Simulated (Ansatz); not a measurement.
`[F][GeH2][GeH3]` + `[OH][Ge]([F])([Cl])[Cl]` → `[OH][Ge]([F])([Cl])[GeH3]` + `[F][GeH2][Cl]` at 500 K and 1 bar (redistribution).

Isolated molecules relaxed with PBE0-D4/def2-TZVP in Ansatz; ΔE leaves out vibrations. CCSD(T)/CBS adds triple-zeta CCSD(T) − MP2 to the extrapolated MP2 energy (def2 sets, frozen cores). For Ge outer-core shells are correlated without core-valence functions, which leaves a few kJ/mol of doubt a bond. Scalar relativity is left out up to krypton. Each species was taken in one conformer, which may not be the lowest.

```csv
species,CCSD(T)/CBS energy (Eh),H − E (kJ/mol),S (J/(mol·K))
`[F][GeH2][GeH3]`,-4255.04883,149.1,394.8
`[OH][Ge]([F])([Cl])[Cl]`,-3171.38906,92.6,415.7
`[OH][Ge]([F])([Cl])[GeH3]`,-4789.49370,163.0,478.0
`[F][GeH2][Cl]`,-2636.95386,79.8,332.0
```

H − E and S are ideal-gas, rigid-rotor, harmonic terms from PBE0-D4/def2-TZVP, for one conformer and one mirror image of each species. 1 Eh = 2625.50 kJ/mol, R = 8.31446 J/(mol·K).

**Question.** By hand: ΔE, ΔH, ΔS and ΔG.

**Answer.** ΔE = (-4789.49370) + (-2636.95386) − (-4255.04883) − (-3171.38906) = -0.00967 Eh = -25.4 kJ/mol. Δ(H − E) = 163.0 + 79.8 − 149.1 − 92.6 = 1.1, so ΔH = -24.3 kJ/mol. ΔS = 478.0 + 332.0 − 394.8 − 415.7 = -0.5 J/(mol·K). ΔG = -24.3 − 500 × (-0.5)/1000 = -24.1 kJ/mol.

**Question.** By hand: the equilibrium constant, and the temperature at which ΔG would vanish if ΔH and ΔS stayed fixed.

**Answer.** log₁₀ K = −ΔG/(RT ln 10) = 2.5. ΔG = 0 at ΔH/ΔS = 48600 K, far beyond where these terms or the molecules hold.

The number of gas molecules stays the same, so ΔS is small and ΔH decides. A doubt of 5 kJ/mol in ΔE shifts log₁₀ K by 0.5 here. Other conformers and mirror images would add mixing entropy, several J/(mol·K) or more a flexible species. These are equilibria of isolated gas molecules and say nothing of rates. Largest T1 diagnostic: 0.012 (customary marks: 0.02 for closed shells, 0.045 for open ones).
